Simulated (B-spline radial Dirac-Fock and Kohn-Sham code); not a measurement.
ΔSCF core binding energies without Breit or QED terms, calculated with a radial finite-basis atomic code.

A sound run for manganese as Mn⁶⁺ in the configuration 1s2 2s2 2p6 3s2 3p6 3d1: The ground state converged in 9 iterations, with total energy -1147.65123 Ha, virial ratio 1.98649 and highest orbital energy -119.23 eV. ΔSCF binding energies: K (1s) 6683.1 eV, L3 (2p3/2) 779.6 eV. Holes are computed only in closed shells, and unreliable hole states are left out.

A second run, with one unsound setting: The ground state converged in 12 iterations, with total energy -1402.53808 Ha, virial ratio 1.18545 and highest orbital energy -99.55 eV. ΔSCF binding energies: K (1s) 1931.8 eV, L3 (2p3/2) 933.5 eV. Holes are computed only in closed shells, and unreliable hole states are left out.

```
iter   energy (Ha)        error
   1    -1214.98368606  1.11e+01
   2    -1932.34370971  6.95e+00
   3    -1373.11186618  4.40e+00
   4    -1400.95104716  1.20e+00
   5    -1402.01219459  7.72e-01
   6    -1402.53297250  5.29e-02
   7    -1402.53794513  7.49e-03
   8    -1402.53807564  6.88e-04
   9    -1402.53807705  7.52e-05
  12    -1402.53807706  8.57e-09
```

Problem. Which fault fits the second run best?
A. box too small
B. speed of light below Z
C. tolerance below the noise
D. damping too heavy

Solution. B. The input had c_factor = 0.0906: c_factor makes c so small that Zα exceeds 1, so any numbers that come out have no meaning.
